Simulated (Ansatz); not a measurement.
BrClF2Si, SMILES `F[Si](F)(Cl)Br`, relaxed with RKS PBE0-D4/def2-TZVP in Ansatz 0.2.0 from a PBE-D4/def2-SVP geometry. The force threshold is 0.005 eV/Å; the program also tests the step.

Total charge 0; spin multiplicity 1.

Start:

```xyz
5

F     0.607   -1.540    0.225
Si    0.018   -0.043    0.080
F     0.210    0.691    1.506
Cl   -1.972   -0.150   -0.350
Br    1.137    1.042   -1.462
```

| step | energy (eV) | largest force (eV/Å) | largest move (Å) |
| --- | --- | --- | --- |
| 1 | -95869.3959 | 1.373 | 0.000 |
| 2 | -95869.4580 | 0.923 | 0.032 |
| 3 | -95869.4809 | 0.136 | 0.021 |
| 4 | -95869.4813 | 0.029 | 0.007 |
| 5 | -95869.4814 | 0.002 | 0.002 |

End:

```xyz
5

F     0.593   -1.502    0.223
Si    0.017   -0.046    0.085
F     0.206    0.672    1.471
Cl   -1.944   -0.151   -0.339
Br    1.128    1.028   -1.440
```

Hardware: 4 threads of a server CPU on a shared host. Wall time 19 s, peak host memory 0.56 GiB.
